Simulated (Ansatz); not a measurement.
Consider the hydrogen abstraction from a Ge–H bond: `C[O][GeH]([OH])[Cl]` + Cl• → `C[O][Ge]([OH])[Cl]`• + HCl.

Computed with Ansatz on PBE0-D4/def2-TZVP structures; ΔE is electronic, products minus reactants. CCSD(T)/CBS adds triple-zeta CCSD(T) − MP2 to the extrapolated MP2 energy (def2 sets, frozen cores). This one scheme is used for every species, atoms too. Functionals use def2-TZVPP. No spin–orbit coupling; open shells (•) take unrestricted orbitals. Spin–orbit coupling would lower the free atoms: a little for Cl. For Ge outer-core shells are correlated without core-valence functions, so the limit isn't a true one: a few kJ/mol of doubt a bond, and 10 to 20 or more in all where bonds break to atoms. Scalar relativity is left out up to krypton. One conformer a species, not always the lowest.

CCSD(T)/CBS gives -72.0 kJ/mol.

Problem. Another level gave -91.1 kJ/mol. Which?
A. PBE0/def2-TZVPP
B. r2SCAN-D4/def2-TZVPP
C. B2PLYP/def2-TZVPP
D. PBE/def2-TZVPP

Solution. A. PBE0 -91.1, B2PLYP -81.3, r2SCAN-D4 -97.2, PBE -113.3 kJ/mol.

Largest T1 diagnostic among the species: 0.015.

From PBE to PBE0 (25 % exact exchange), in def2-TZVPP and without D4, ΔE moves by +22.2 kJ/mol. In def2-TZVPP, CCSD(T) changes the Hartree–Fock value by −43.2 kJ/mol (the triples alone add −7.3 kJ/mol) and MP2 by −53.1 kJ/mol.

CCSD(T)/CBS has its own doubt, a few kJ/mol and more with outer-core shells, so smaller differences from it don't rank the levels.
